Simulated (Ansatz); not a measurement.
Born–Oppenheimer molecular dynamics of C₃H₇ClSi₂ (13 atoms, charge 0, multiplicity 1). It goes on from the last frame of an earlier run, with new velocities.

The calculation used Ansatz, UKS PBE-D4/STO-3G.

```
ensemble        : NVT, Langevin thermostat
time step       : 1 fs
steps asked     : 149
set temperature : 2000 K
friction        : 0.01 /fs
seed            : 209696
```

Frames 1 fs apart, positions in Å, forces in eV/Å.

Velocities at 110.0 fs (Å/ps):

```
Cl -5.33 -0.77 -0.50
Si -3.25 8.81 -3.75
Si -2.92 10.00 -3.50
C -15.28 4.09 -2.72
C -7.68 5.68 -2.90
C 26.35 -8.75 -6.65
H 6.26 -28.26 37.45
H -6.86 -17.05 38.64
H 1.63 -18.48 1.13
H 30.21 8.27 33.74
H 13.09 -6.75 24.57
H 93.84 75.98 22.23
H 26.04 -5.94 -61.44
```

```xyz
13
Properties=species:S:1:pos:R:3:forces:R:3 time_fs=110.0 energy_less_start_eV=1.331 T=1496
Cl -1.320 -3.082 -0.156 0.43 0.56 0.60
Si 0.506 -2.033 0.327 -0.75 -0.68 2.52
Si 0.423 0.156 0.708 -0.36 0.78 0.03
C -0.369 1.553 -0.286 1.71 -2.34 3.73
C -0.791 2.147 -1.338 -0.65 2.69 -2.86
C -1.104 2.899 -0.073 -4.20 -2.62 1.17
H 1.250 -2.528 -0.681 2.16 -1.02 -2.54
H 1.190 -2.527 1.642 -1.21 0.38 -1.58
H -0.368 -0.203 1.909 0.37 1.45 0.12
H 1.806 0.670 0.913 -0.64 -0.48 0.39
H -0.934 2.228 -2.408 0.04 -0.25 -0.68
H -2.171 2.713 0.302 0.77 0.06 -0.64
H -0.903 3.812 0.449 2.34 1.47 -0.27
13
Properties=species:S:1:pos:R:3:forces:R:3 time_fs=111.0 energy_less_start_eV=1.494 T=1389
Cl -1.325 -3.082 -0.155 0.48 0.62 0.57
Si 0.502 -2.025 0.324 -0.49 -1.01 2.74
Si 0.420 0.166 0.705 0.27 0.84 0.35
C -0.384 1.555 -0.287 2.07 -2.77 3.45
C -0.799 2.153 -1.341 -0.37 1.95 -1.92
C -1.079 2.890 -0.079 -2.59 -1.45 0.75
H 1.271 -2.556 -0.657 2.01 -0.95 -2.33
H 1.175 -2.534 1.676 -1.37 0.59 -1.96
H -0.367 -0.216 1.910 0.38 1.52 0.00
H 1.838 0.680 0.948 -1.35 -0.67 0.17
H -0.916 2.215 -2.390 -0.17 -0.10 -1.82
H -2.075 2.792 0.319 -1.78 -0.75 0.00
H -0.865 3.809 0.387 2.91 2.18 0.00
13
Properties=species:S:1:pos:R:3:forces:R:3 time_fs=112.0 energy_less_start_eV=1.534 T=1424
Cl -1.331 -3.081 -0.154 0.53 0.66 0.53
Si 0.498 -2.017 0.321 0.24 -1.62 1.90
Si 0.416 0.174 0.703 0.85 0.84 0.54
C -0.397 1.555 -0.284 2.23 -3.05 2.80
C -0.808 2.160 -1.344 -0.10 0.99 -1.60
C -1.057 2.881 -0.086 -0.74 0.55 0.70
H 1.313 -2.587 -0.658 1.20 -0.41 -1.34
H 1.145 -2.529 1.692 -1.35 0.65 -2.05
H -0.362 -0.218 1.907 0.31 1.51 0.03
H 1.865 0.680 0.979 -1.89 -0.78 -0.04
H -0.891 2.190 -2.391 -0.26 0.00 -2.09
H -1.997 2.864 0.336 -4.01 -1.06 0.83
H -0.795 3.823 0.326 2.99 1.72 -0.20
13
Properties=species:S:1:pos:R:3:forces:R:3 time_fs=113.0 energy_less_start_eV=1.295 T=1574
Cl -1.337 -3.079 -0.151 0.58 0.69 0.48
Si 0.494 -2.011 0.318 1.00 -2.24 0.66
Si 0.411 0.182 0.701 1.21 0.77 0.54
C -0.409 1.552 -0.279 2.27 -3.24 1.95
C -0.817 2.168 -1.346 0.16 -0.12 -2.15
C -1.034 2.872 -0.096 -0.41 3.21 1.69
H 1.365 -2.622 -0.675 0.19 0.27 -0.22
H 1.103 -2.521 1.684 -1.18 0.60 -1.83
H -0.354 -0.202 1.903 0.17 1.41 0.19
H 1.875 0.672 1.003 -2.08 -0.76 -0.18
H -0.858 2.164 -2.410 -0.29 0.08 -1.42
H -1.959 2.924 0.362 -3.92 -0.85 0.90
H -0.693 3.852 0.262 2.31 0.18 -0.60
13
Properties=species:S:1:pos:R:3:forces:R:3 time_fs=114.0 energy_less_start_eV=0.983 T=1786
Cl -1.342 -3.078 -0.147 0.62 0.71 0.43
Si 0.490 -2.006 0.317 1.42 -2.53 -0.67
Si 0.408 0.191 0.701 1.23 0.59 0.42
C -0.418 1.547 -0.271 2.07 -3.14 0.78
C -0.826 2.173 -1.352 0.55 -1.36 -2.79
C -1.010 2.866 -0.105 -1.25 5.82 3.18
H 1.419 -2.651 -0.693 -0.64 0.82 0.62
H 1.053 -2.506 1.653 -0.86 0.38 -1.21
H -0.346 -0.166 1.902 0.03 1.23 0.38
H 1.863 0.658 1.015 -1.90 -0.63 -0.21
H -0.820 2.135 -2.441 -0.37 0.21 -0.31
H -1.957 2.970 0.394 -1.93 -0.57 0.12
H -0.564 3.885 0.196 1.03 -1.54 -0.76
13
Properties=species:S:1:pos:R:3:forces:R:3 time_fs=115.0 energy_less_start_eV=0.891 T=1733
Cl -1.346 -3.076 -0.143 0.67 0.71 0.39
Si 0.487 -2.003 0.316 1.30 -2.29 -2.18
Si 0.406 0.198 0.701 0.92 0.27 0.27
C -0.425 1.539 -0.262 1.52 -2.54 -0.72
C -0.837 2.177 -1.362 1.07 -2.63 -2.60
C -0.987 2.865 -0.113 -1.76 7.37 3.98
H 1.462 -2.663 -0.702 -1.15 1.12 1.06
H 1.003 -2.479 1.602 -0.34 -0.09 0.01
H -0.338 -0.113 1.905 -0.10 1.01 0.57
H 1.831 0.636 1.020 -1.34 -0.39 -0.17
H -0.782 2.103 -2.472 -0.50 0.39 0.59
H -1.970 3.008 0.421 0.03 -0.39 -0.67
H -0.425 3.899 0.127 -0.30 -2.54 -0.55
13
Properties=species:S:1:pos:R:3:forces:R:3 time_fs=116.0 energy_less_start_eV=1.022 T=1632
Cl -1.351 -3.074 -0.139 0.71 0.71 0.36
Si 0.484 -2.001 0.316 0.74 -1.62 -3.97
Si 0.406 0.203 0.700 0.21 -0.20 0.08
C -0.427 1.527 -0.253 0.70 -1.43 -2.32
C -0.847 2.180 -1.376 1.52 -3.64 -1.44
C -0.966 2.870 -0.117 -1.71 7.49 3.83
H 1.493 -2.663 -0.698 -1.40 1.23 1.21
H 0.960 -2.446 1.544 0.36 -0.78 1.83
H -0.330 -0.045 1.908 -0.23 0.75 0.76
H 1.785 0.609 1.026 -0.34 -0.04 -0.03
H -0.754 2.079 -2.493 -0.61 0.52 0.96
H -1.986 3.042 0.439 1.41 -0.26 -1.18
H -0.294 3.884 0.054 -1.34 -2.74 -0.09
13
Properties=species:S:1:pos:R:3:forces:R:3 time_fs=117.0 energy_less_start_eV=1.304 T=1501
Cl -1.354 -3.072 -0.134 0.74 0.70 0.32
Si 0.481 -2.001 0.316 0.02 -0.83 -5.48
Si 0.408 0.208 0.697 -1.00 -0.82 0.01
C -0.429 1.513 -0.245 -0.19 -0.04 -3.79
C -0.855 2.180 -1.392 1.79 -4.29 0.48
C -0.947 2.880 -0.120 -1.21 6.62 3.03
H 1.510 -2.651 -0.679 -1.43 1.19 1.12
H 0.925 -2.423 1.502 1.00 -1.43 3.61
H -0.326 0.029 1.915 -0.25 0.51 0.76
H 1.733 0.578 1.032 1.06 0.40 0.21
H -0.733 2.061 -2.500 -0.65 0.58 0.73
H -1.991 3.073 0.451 2.22 -0.15 -1.43
H -0.178 3.844 -0.021 -2.09 -2.45 0.44
13
Properties=species:S:1:pos:R:3:forces:R:3 time_fs=118.0 energy_less_start_eV=1.469 T=1277
Cl -1.357 -3.070 -0.130 0.77 0.69 0.26
Si 0.480 -2.002 0.314 -0.46 -0.38 -5.42
Si 0.409 0.210 0.695 -2.45 -1.35 0.26
C -0.431 1.498 -0.240 -1.01 1.33 -4.91
C -0.861 2.179 -1.408 1.85 -4.66 2.54
C -0.930 2.895 -0.120 -0.37 5.18 1.86
H 1.512 -2.630 -0.643 -1.19 0.97 0.75
H 0.905 -2.420 1.493 1.14 -1.59 4.10
H -0.331 0.103 1.935 -0.06 0.31 0.38
H 1.689 0.552 1.041 2.46 0.80 0.48
H -0.720 2.044 -2.497 -0.61 0.58 0.16
H -1.975 3.108 0.452 2.44 -0.04 -1.43
H -0.083 3.786 -0.094 -2.52 -1.83 0.97
13
Properties=species:S:1:pos:R:3:forces:R:3 time_fs=119.0 energy_less_start_eV=1.349 T=1369
Cl -1.360 -3.068 -0.127 0.78 0.67 0.19
Si 0.479 -2.002 0.311 -0.70 -0.36 -3.44
Si 0.408 0.210 0.694 -3.21 -1.52 0.95
C -0.433 1.484 -0.239 -1.64 2.46 -5.62
C -0.866 2.175 -1.421 1.78 -4.77 4.26
C -0.914 2.913 -0.120 0.46 3.31 0.53
H 1.504 -2.601 -0.592 -0.60 0.57 0.07
H 0.898 -2.438 1.522 0.71 -1.17 2.97
H -0.337 0.176 1.968 0.27 0.10 -0.25
H 1.671 0.536 1.058 3.01 0.95 0.56
H -0.715 2.030 -2.492 -0.54 0.54 -0.46
H -1.938 3.142 0.441 2.16 0.12 -1.18
H -0.018 3.711 -0.159 -2.47 -0.88 1.43
13
Properties=species:S:1:pos:R:3:forces:R:3 time_fs=120.0 energy_less_start_eV=1.163 T=1412
Cl -1.363 -3.065 -0.124 0.80 0.65 0.13
Si 0.480 -2.003 0.307 -1.06 -0.43 -0.68
Si 0.406 0.209 0.692 -2.87 -1.26 1.90
C -0.437 1.471 -0.246 -2.02 3.18 -5.85
C -0.870 2.167 -1.431 1.69 -4.68 5.04
C -0.895 2.933 -0.121 1.33 1.23 -0.85
H 1.491 -2.567 -0.539 0.28 0.02 -0.82
H 0.901 -2.468 1.572 0.12 -0.50 1.24
H -0.337 0.242 2.008 0.54 -0.13 -0.92
H 1.681 0.533 1.088 2.43 0.79 0.29
H -0.711 2.023 -2.499 -0.52 0.53 -0.58
H -1.876 3.174 0.419 1.22 0.39 -0.61
H 0.023 3.636 -0.212 -1.95 0.20 1.72
13
Properties=species:S:1:pos:R:3:forces:R:3 time_fs=121.0 energy_less_start_eV=1.132 T=1344
Cl -1.365 -3.062 -0.122 0.80 0.62 0.06
Si 0.479 -2.005 0.302 -1.41 -0.49 1.74
Si 0.404 0.206 0.690 -1.74 -0.65 2.75
C -0.442 1.462 -0.260 -2.10 3.45 -5.58
C -0.874 2.156 -1.438 1.62 -4.40 4.69
C -0.875 2.953 -0.125 2.47 -0.78 -2.29
H 1.486 -2.534 -0.503 1.09 -0.47 -1.54
H 0.904 -2.496 1.632 -0.35 0.09 -0.32
H -0.330 0.303 2.037 0.65 -0.34 -1.35
H 1.713 0.547 1.126 1.12 0.43 -0.22
H -0.711 2.022 -2.520 -0.59 0.57 -0.06
H -1.803 3.204 0.388 -0.38 0.84 0.32
H 0.052 3.576 -0.251 -1.17 1.13 1.80
```

Of the whole run (149 fs, mean temperature of the second half 1371 K): The mean temperature of the second half is 31 % below the set value. A run of 0.15 ps of so small a system gives no equilibrium averages. Limits of this set-up: minimal basis.

Time of the run: 25 min on 1 thread of AMD EPYC (Zen 3) (shared host), peak memory 0.14 GiB.
